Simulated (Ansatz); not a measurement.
Mulliken charges of GeH5Sn, SMILES `[GeH3][SnH2]` radical from B3LYP/def2-TZVPP in Ansatz (PBE0-D4/def2-TZVP geometry).

| atom | x (Å) | y (Å) | z (Å) | charge (e) |
| --- | --- | --- | --- | --- |
| Ge1 | -0.595 | -0.766 | -0.512 | -0.022 |
| Sn2 | 0.672 | 0.801 | 1.143 | 0.286 |
| H3 | -0.156 | -2.221 | -0.285 | -0.007 |
| H4 | -2.108 | -0.662 | -0.260 | -0.007 |
| H5 | -0.314 | -0.390 | -1.979 | -0.006 |
| H6 | 0.189 | 2.440 | 0.947 | -0.122 |
| H7 | 2.373 | 0.731 | 0.900 | -0.122 |

Question: By hand: the dipole of these point charges (1 e Å = 4.8032 D).

Answer: Σ q r = (-0.090, -0.118, 0.129) e Å, of length 0.197 e Å = 0.95 D.

Question: How does the dipole of the full density compare? (Estimate.)

Answer: Ansatz gave: (-0.039, -0.052, 0.036) e Å, 0.36 D; the point charges give 2.64 times that, at 12° from its direction.

Point charges leave out the atoms' own dipoles, such as those of lone pairs, and Mulliken's split depends on the basis, so the two needn't agree.

B3LYP here is the variant with VWN-RPA as its local correlation; programs differ in this.
